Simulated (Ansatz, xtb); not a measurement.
Two isomers of C3H5GeNO

We compare I, `N#C[C@@H]1O[C@@H]1[GeH3]`, a singlet, with II, `N#C[C@@H]1O[C@H]1[GeH3]`, a singlet. Both are isolated molecules in the gas phase, relaxed with B3LYP/def2-SVP.

I (Å):

```csv
atom,x (Å),y (Å),z (Å)
C,-1.8388,1.8922,1.3658
C,-0.9665,1.9092,0.2015
C,-0.7730,0.7155,-0.6633
Ge,-1.6985,-1.0205,-0.4267
N,-2.5064,1.8986,2.3130
O,-1.5729,1.8292,-1.0747
H,-0.1444,2.6334,0.2866
H,0.2067,0.6725,-1.1645
H,-1.9868,-1.5711,-1.8354
H,-0.7560,-1.9799,0.3258
H,-3.0035,-0.7997,0.3498
```

II (Å):

```xyz
11

C    -2.7897    2.0678   -1.3609
C    -2.1381    1.4697   -0.2064
C    -0.9323    0.6189   -0.3782
Ge   -0.4936   -0.8225    0.9028
N    -3.3289    2.5345   -2.2743
O    -0.8500    1.9563    0.1238
H    -2.8134    1.2905    0.6415
H    -0.5621    0.5124   -1.4087
H    -0.8969   -2.1816    0.2993
H     1.0205   -0.7877    1.1751
H    -1.2784   -0.5506    2.1991
```

Question: Which of the two would you expect CCSD(T)/def2-SVP + ΔMP2/def2-TZVPP electronic energies to favour?

Answer: Too close to call at this level: CCSD(T)/def2-SVP + ΔMP2/def2-TZVPP gives E(II) − E(I) = −0.012 eV.

Level by level:

| level | geometry | E(II) − E(I) (eV) | departure from the last row (eV) | job, with rough time for the two |
| --- | --- | --- | --- | --- |
| GFN2-xTB | GFN2-xTB | +0.007 | +0.018 | optimisation, 1 s |
| HF/STO-3G | GFN2-xTB | −0.047 | −0.036 | single point, 3.4 s |
| r2SCAN-D4/def2-SVP | GFN2-xTB | −0.041 | −0.030 | single point, 13 s |
| B3LYP/def2-SVP | B3LYP/def2-SVP | −0.031 | −0.019 | optimisation, 4.5 min |
| HF/def2-SVP | B3LYP/def2-SVP | −0.033 | −0.021 | part of the CCSD(T) run |
| MP2/def2-SVP | B3LYP/def2-SVP | −0.025 | −0.013 | part of the CCSD(T) run |
| CCSD(T)/def2-SVP | B3LYP/def2-SVP | −0.025 | −0.014 | single point |
| CCSD(T)/def2-SVP + ΔMP2/def2-TZVPP | B3LYP/def2-SVP | −0.012 |  | single point, 2.9 min |

As drawn, both hold the same kinds of bond in the same numbers.

The largest departure from CCSD(T)/def2-SVP + ΔMP2/def2-TZVPP is that of HF/STO-3G, 0.036 eV. The last row adds to CCSD(T) the change of the MP2 difference between the two basis sets, here +0.014 eV.

With thermal terms from frequencies at re-optimised GFN2-xTB minima (ideal gas, soft modes damped towards free rotors, one conformer each, 298.15 K, 1 atm): the zero-point term adds −0.003 eV; ΔH is −0.013 and ΔG −0.018 eV.

The correlated steps freeze 14 core orbitals; the filled d shell of Ge is correlated, in a basis made for valence electrons. Run with Ansatz 0.2.0, xtb 6.7.1; the last row on 2 threads of Intel(R) Xeon(R) Processor @ 2.50GHz (Skylake/Cascade Lake) on a shared host.
